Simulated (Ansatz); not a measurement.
Gas-phase electronic energies from Ansatz, PBE0-D4/def2-TZVP geometries. CCSD(T)/CBS is the MP2 limit (def2-TZVPP, def2-QZVPP) plus CCSD(T) − MP2 in def2-TZVPP, frozen cores. DFT in def2-TZVPP. B3LYP here is the variant with VWN-RPA as its local correlation; programs differ in this. One conformer a species, not always the lowest.

Reaction (ligand exchange at the Si–O bond): `O[Si](O)(F)O[SiH3]` + `O[SiH2][SiH3]` → `[SiH3]O[SiH2][SiH3]` + `O[Si](O)(O)F`

```tsv
level	ΔE (kJ/mol)	difference from CCSD(T)/CBS
LDA (SPW92)	-1.9	-1.2
PBE-D4	-0.7	0.0
r2SCAN-D4	-0.3	0.4
B97M-V	-0.2	0.5
PBE0-D4	-1.0	-0.3
B3LYP-D4	-0.7	0.0
r2SCANh-D4	-0.5	0.2
B2PLYP	0.2	0.9
PBE-QIDH	-0.9	-0.2
BLYP	1.9	2.6
B3LYP	1.1	1.8
BHLYP	0.7	1.4
CAM-B3LYP	0.4	1.1
LC-ωPBE	-0.5	0.2
MP2/def2-SVP	-1.6	-0.9
SCS-MP2/def2-TZVPP	-0.6	0.1
CCSD(T)/CBS	-0.7	0
```

Largest T1 diagnostic among the species: 0.012.

Leaving LDA and LC-ωPBE aside and taking each functional with its dispersion term where it has one, the values, not all of them listed here, spread over 1.3 kJ/mol, from revPBE-D4 to B2PLYP.
